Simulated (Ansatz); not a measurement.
Compare A (`F[SiH2][AlH][GeH3]`) with its isomer B (`[F][GeH]([AlH2])[SiH3]`).

Computed with Ansatz on PBE0-D4/def2-TZVP structures; ΔE is electronic, products minus reactants. CBS: MP2 limit from def2 TZ/QZ plus the TZ coupled-cluster correction, frozen cores. DFT in def2-TZVPP. For Ge outer-core shells are correlated without core-valence functions, which leaves a few kJ/mol of doubt a bond. Scalar relativity is left out up to krypton. One conformer a species, not always the lowest.

Task: Which isomer does CCSD(T)/CBS put lower? Give the gap. (Estimate.)

Result: Ansatz gave: A, by 59.9 kJ/mol.

Task: Give E(B) − E(A) in kJ/mol with ωB97M-V, PBE-D4, PBE0-D4, B2PLYP, r2SCAN-D4, CCSD/def2-TZVPP, CCSD(T)/def2-TZVPP. (An estimate is asked.)

Result: Ansatz gave: ωB97M-V 52.0, PBE-D4 52.8, PBE0-D4 56.9, B2PLYP 54.3, r2SCAN-D4 55.9, CCSD/def2-TZVPP 59.0, CCSD(T)/def2-TZVPP 57.8. None reverses the order clearly.

Largest T1 diagnostic: 0.013.

From PBE to PBE0 (25 % exact exchange), in def2-TZVPP and without D4, E(B) − E(A) moves by +3.8 kJ/mol.
